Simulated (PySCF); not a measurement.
GaH6P3, SMILES [PH2][Ga]([PH2])[PH2].

Coordinates come from a PBE0-D3(BJ)/def2-SVP optimisation. The structure was generated by enumeration; whether it is a known compound was not checked. Other conformers were not sampled.

Two levels are set side by side: TDA-PBE/def2-SVPD (PySCF) and TDA-M06-2X/def2-SVPD (PySCF). Vertical, same geometry. The lowest singlet is HOMO→LUMO 91 % with PBE and HOMO→LUMO 93 % with the other functional; states are paired by order. Differences are taken from unrounded values.

```csv
quantity,TDA-M06-2X
lowest singlet excitation (eV),4.55
lowest triplet excitation (TDA) (eV),3.96
first bright state (f over 0.05) (eV),5.64
its oscillator strength,0.12
```

### Question
What does TDA-PBE give, and how far is it from TDA-M06-2X? (The exact figures need the calculation; the answer reports its results.)

### Answer

```tsv
quantity	TDA-PBE	TDA-PBE minus TDA-M06-2X
lowest singlet excitation (eV)	4.14	-0.41
lowest triplet excitation (TDA) (eV)	3.56	-0.40
first bright state (f over 0.05) (eV)	5.07	-0.57
its oscillator strength	0.08	-0.04
```

Functionals without exact exchange tend to place singlet excitations lower, as here. Differences between two approximate levels are no errors against the true value.

Rough cost on one machine, each run with all the roots and properties that it gave: TDA-M06-2X against TDA-PBE about 8 times.
